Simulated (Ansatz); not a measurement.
Correlation energies of C2H8AlNSi by basis set

```xyz
13

C     0.111   -0.272   -1.918
N    -0.301   -0.132   -0.731
C    -0.019   -1.101    0.318
Si    0.721    0.115    1.647
Al   -0.766    1.565    0.316
H     0.629   -1.176   -2.239
H    -0.045    0.531   -2.632
H     0.559   -1.955   -0.046
H    -0.977   -1.451    0.715
H     0.483   -0.459    3.002
H     2.197    0.130    1.417
H    -2.301    1.405    0.724
H    -0.290    2.799   -0.573
```

The species carries charge 0 and has multiplicity 1. The bonds changed during the relaxation, so this is another structure than the one it started from. All single points use the PBE0-D4/def2-TZVP geometry. It is one conformer, not always the lowest. Frozen core, restricted reference, Ansatz 0.2.0. CBS rows extrapolate triple and quadruple zeta; past MP2 they add the triple-zeta difference.

| basis | HF (Eh) | MP2 corr. | CCSD corr. | (T) | CCSD(T) total |
| --- | --- | --- | --- | --- | --- |
| def2-TZVPP | -665.73245 | -0.74807 | -0.80491 | -0.03464 | -666.57200 |
| def2-QZVPP | -665.75446 | -0.79804 | – | – | – |
| CBS(def2) | -665.75749 | -0.83505 | -0.89189 | as TZ | -666.68402 |
